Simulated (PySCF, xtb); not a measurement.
Si(H)(Me)(NH2)2 (CH8N2Si), SMILES N[SiH](N)C.

GFN2-xTB in xtb at its own geometry gives an orbital gap of 6.46 eV and a dipole moment of 2.14 D.

Coordinates come from a B3LYP-D3(BJ)/def2-SVP optimisation. Other conformers were not sampled.

### Question
What does PBE/def2-TZVP run with PySCF give? (The exact figures need the calculation; the answer reports its results.)

### Answer
gap 5.41 eV (levels -5.37 and 0.04 eV), dipole 1.99 D.
